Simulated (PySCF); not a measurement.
Mg(OMe)(SiH3) (CH₆MgOSi), SMILES [SiH3][Mg][O]C.

Coordinates come from a B3LYP-D3(BJ)/def2-SVP optimisation. One conformer was computed; it need not be the lowest.

Two levels are set side by side: PBE/def2-TZVP (PySCF) and r2SCAN/def2-TZVP (PySCF). Same geometry, gas phase. Differences are taken from unrounded values.

| quantity | PBE |
|---|---|
| orbital gap (eV) | 3.98 |
| highest occupied level (eV) | -5.63 |
| lowest empty level (eV) | -1.66 |
| dipole moment (D) | 0.27 |
| mean polarisability (bohr³) | 82.9 |

These are the PBE values. What does r2SCAN give? (An estimate is asked for; the answer gives what the named calculation found.)


```json
[
 {"quantity": "orbital gap (eV)", "r2SCAN": "4.71", "PBE minus r2SCAN": "-0.74"},
 {"quantity": "highest occupied level (eV)", "r2SCAN": "-5.92", "PBE minus r2SCAN": "0.29"},
 {"quantity": "lowest empty level (eV)", "r2SCAN": "-1.21", "PBE minus r2SCAN": "-0.45"},
 {"quantity": "dipole moment (D)", "r2SCAN": "0.41", "PBE minus r2SCAN": "-0.14"},
 {"quantity": "mean polarisability (bohr³)", "r2SCAN": "79.3", "PBE minus r2SCAN": "3.6"}
]
```

Rough cost on one machine, each run with all the roots and properties that it gave: r2SCAN against PBE about 4 times.
